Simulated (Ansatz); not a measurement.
`C[B]([GaH2])[TeH]` + `NB1CS1` → `[GaH2][NH]B1CS1` + `CB[TeH]` at 500 K and 1 bar (cleavage of the Ga–B bond).

Isolated molecules relaxed with PBE0-D4/def2-TZVP in Ansatz; ΔE leaves out vibrations. CCSD(T)/CBS adds triple-zeta CCSD(T) − MP2 to the extrapolated MP2 energy (def2 sets, frozen cores). def2 core potentials past Kr. For Ga, Te outer-core shells are correlated without core-valence functions, which leaves a few kJ/mol of doubt a bond. Scalar relativity is left out up to krypton. Each species was taken in one conformer, which may not be the lowest.

| species | CCSD(T)/CBS energy (Eh) | H − E (kJ/mol) | S (J/(mol·K)) |
| --- | --- | --- | --- |
| `C[B]([GaH2])[TeH]` | -2258.11451 | 209.0 | 457.8 |
| `NB1CS1` | -517.77714 | 188.1 | 335.0 |
| `[GaH2][NH]B1CS1` | -2442.32425 | 210.5 | 417.9 |
| `CB[TeH]` | -333.59211 | 181.3 | 356.9 |

H − E and S are ideal-gas, rigid-rotor, harmonic terms from PBE0-D4/def2-TZVP, for one conformer and one mirror image of each species. 1 Eh = 2625.50 kJ/mol, R = 8.31446 J/(mol·K).

Q: By hand: ΔE, ΔH, ΔS and ΔG.

A: ΔE = (-2442.32425) + (-333.59211) − (-2258.11451) − (-517.77714) = -0.02471 Eh = -64.9 kJ/mol. Δ(H − E) = 210.5 + 181.3 − 209.0 − 188.1 = -5.3, so ΔH = -70.2 kJ/mol. ΔS = 417.9 + 356.9 − 457.8 − 335.0 = -18.0 J/(mol·K). ΔG = -70.2 − 500 × (-18.0)/1000 = -61.2 kJ/mol.

Q: By hand: the equilibrium constant, and the temperature at which ΔG would vanish if ΔH and ΔS stayed fixed.

A: log₁₀ K = −ΔG/(RT ln 10) = 6.4. ΔG = 0 at ΔH/ΔS = 3900 K, far beyond where these terms or the molecules hold.

ΔH outweighs TΔS. A doubt of 5 kJ/mol in ΔE shifts log₁₀ K by 0.5 here. Other conformers and mirror images would add mixing entropy, several J/(mol·K) or more a flexible species. These are equilibria of isolated gas molecules and say nothing of rates. Largest T1 diagnostic: 0.014 (customary marks: 0.02 for closed shells, 0.045 for open ones).
